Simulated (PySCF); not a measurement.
Species: 1-chloroborepin, C6H6BCl.
InChI=1S/C6H6BCl/c8-7-5-3-1-2-4-6-7/h1-6H

The closed-shell ground state was solved at several levels (PySCF, density fitting, gas phase, non-relativistic). Isolated species at its PBE0-D3(BJ)/def2-SVP geometry, gas phase.

```csv
level,basis functions,HOMO (eV),LUMO (eV),gap (eV),dipole (D)
CAM-B3LYP/def2-SVPD,215,-8.31,-1.27,7.04,3.60
B3LYP/6-31G*,128,-6.66,-2.05,4.61,3.74
B3LYP/cc-pVTZ,328,-6.90,-2.39,4.51,3.47
PBE0/pcSseg-1,173,-7.19,-2.30,4.89,3.64
PBE/pcSseg-1,173,-6.27,-3.10,3.17,3.44
```

Task: Estimate the row for B3LYP/def2-TZVP, a basis of 290 functions; the other rows only guide the guess.

Result: HOMO -6.92 eV, LUMO -2.42 eV, gap 4.50 eV, dipole 3.44 D.

Task: Over all these levels, which gives the widest orbital gap and which the narrowest?

Result: CAM-B3LYP/def2-SVPD (range-separated hybrid) has the widest, 7.04 eV, and PBE/pcSseg-1 (GGA) the narrowest, 3.17 eV. Functional and basis both differ between the two, so the spread mixes both effects.

Task: How much does the basis alone move the frontier levels among the 3 B3LYP rows (the withheld one included)?

Result: The HOMO by 0.26 eV and the LUMO by 0.37 eV. By rising basis size (HOMO, LUMO in eV): 6-31G* -6.66, -2.05; def2-TZVP -6.92, -2.42; cc-pVTZ -6.90, -2.39.

Task: How far do the dipole and the HOMO energy spread over the levels?

Result: The dipole runs from 3.44 to 3.74 D (mean 3.56 D) and the HOMO from -8.31 to -6.27 eV.
